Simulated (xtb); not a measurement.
Se(OH)(SMe) (CH₄OSSe), SMILES CS[Se]O. All values are semi-empirical tight-binding results from xtb (GFN2-xTB unless named), good for trends rather than for accurate numbers. Geometry: GFN2-xTB. The structure was generated by enumeration, and PubChem lists no compound with its InChIKey, so it may never have been made. One conformer was computed; it need not be the lowest.

```json
{
  "orbital_gap": "3.80 eV",
  "zero_point_energy": "31.8 kcal/mol",
  "G − E(el) at 298.15 K (modified RRHO)": "12.0 kcal/mol",
  "static polarisability (D4 model)": "67.9 bohr³",
  "solvation energy, GFN2-xTB/ALPB(water)": "-3.9 kcal/mol",
  "solvation energy, GFN2-xTB/ALPB(chcl3)": "-5.7 kcal/mol"
}
```
